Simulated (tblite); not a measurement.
C7H10FOP.
SMILES with atom numbers: `[CH3:1][C:2]1=[C:3]([F:4])[P@@:5]1(=[O:6])[CH:7]1[CH2:8][CH2:9][CH2:10]1` (hydrogens: H11, H12, H13 on C1; H14 on C7; H15, H16 on C8; H17, H18 on C9; H19, H20 on C10)

Structure optimised with GFN2-xTB, isolated species.

Q: List the bond lengths, angles and torsions at this level.

A: 
```csv
bond,length (Å),order
C1–C2,1.474,single
C2=C3,1.342,double
C3–F4,1.334,single
C3–P5,1.802,single
P5=O6,1.464,double
P5–C7,1.833,single
C7–C8,1.539,single
C8–C9,1.535,single
C9–C10,1.535,single
C2–P5,1.826,single
C7–C10,1.527,single
"C1–H11, C1–H12, C1–H13",1.090,single
C7–H14,1.092,single
C8–H15,1.088,single
C8–H16,1.090,single
C9–H17,1.088,single
C9–H18,1.088,single
C10–H19,1.088,single
C10–H20,1.089,single
```

Bonds in one row agree within 0.01 Å and their mean is given. Orders are formal, as drawn. A selection of angles:
```csv
angle,degrees
C1–C2–C3,141.2
C1–C2–P5,151.3
C3–C2–P5,67.3
C2–C3–F4,135.6
C2–C3–P5,69.3
F4–C3–P5,154.8
C3–P5–O6,124.5
C3–P5–C7,113.5
O6–P5–C7,115.3
C2–P5–C3,43.4
C2–P5–O6,125.2
C2–P5–C7,115.8
P5–C7–C8,108.9
P5–C7–C10,115.0
C8–C7–C10,89.9
C7–C8–C9,88.7
C8–C9–C10,89.7
C7–C10–C9,89.2
```

Torsions: C1–C2–C3–F4 0° (synperiplanar); C2–C3–P5–O6 107° (anticlinal); C3–P5–C7–C8 -82° (synclinal); P5–C7–C8–C9 104° (anticlinal); C7–C8–C9–C10 12° (synperiplanar); C8–C9–C10–C7 -12° (synperiplanar); C1–C2–P5–C3 174° (antiperiplanar); P5–C7–C10–C9 -99° (anticlinal).

Of the pairs four or more bonds apart, C3···H20 is among the closest relative to their van der Waals radii: 2.76 Å, 95 % of the sum of Bondi's values. The C–P distances run from 1.802 Å (C3–P5, drawn single) to 1.833 Å (P5–C7, drawn single), a spread of 0.031 Å. P5 (phosphoryl phosphorus) has angles from 43.4° to 125.2°. The 3-membered ring C2–C3–P5 has internal angles of 43.4° to 69.3°. The C–C distances run from 1.342 Å (C2=C3, drawn double) to 1.539 Å (C7–C8, drawn single), a spread of 0.197 Å. The 4-membered ring C7–C8–C9–C10 has internal angles of 88.7° to 89.9°; it is puckered, 0.08 Å rms from its mean plane, widest ring torsion 12°.

Point group: C1 (no symmetry element, even within 0.4 Å). Its GFN2-xTB frequencies are all real (lowest 30 cm⁻¹). The numbers are those of one conformer. 3 starts were optimised and ended at 0.00, 0.04 and 0.89 kcal/mol (GFN2-xTB); the lowest of these is shown.

The numbers are calculated, not measured.
